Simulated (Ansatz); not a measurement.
Z-matrix (Å, degrees):
```
C
B 1 1.568
H 1 1.094 2 111.7
H 1 1.096 2 108.8 3 116.8
H 1 1.092 2 113.0 3 -123.2
C 2 1.575 1 122.2 3 -45.4
O 2 1.368 1 116.9 3 132.1
H 6 1.093 2 111.4 1 -41.4
H 6 1.097 2 109.3 1 75.5
H 6 1.095 2 114.2 1 -164.4
H 7 0.961 2 112.7 1 179.4
O 4 2.882 1 108.6 2 25.0
Si 12 1.654 4 109.3 1 69.2
H 12 0.958 4 133.4 1 -113.9
H 13 1.488 12 111.8 4 -112.8
H 13 1.477 12 106.7 4 8.4
H 13 1.491 12 110.0 4 127.7
```

Charge 0, multiplicity 1. The bonds changed during the relaxation, so this is another structure than the one it started from.

List the PBE/def2-TZVPP orbital energies in eV (the Gaussian-basis code of Ansatz). (An estimate is asked.)

The calculation gave: Occupied: -1779.94, -510.46, -510.39, -268.02, -267.69, -176.87, -137.62, -94.39, -94.33, -94.32, -25.33, -25.17, -17.19, -16.45, -14.08, -13.30, -11.60, -10.22, -10.02, -9.97, -9.21, -9.12, -8.91, -8.71, -8.22, -8.01, -7.84, -7.22, -6.81. Lowest empty: -0.90, -0.14, 0.32, 0.83, 0.98, 1.19, 1.22, 1.51.
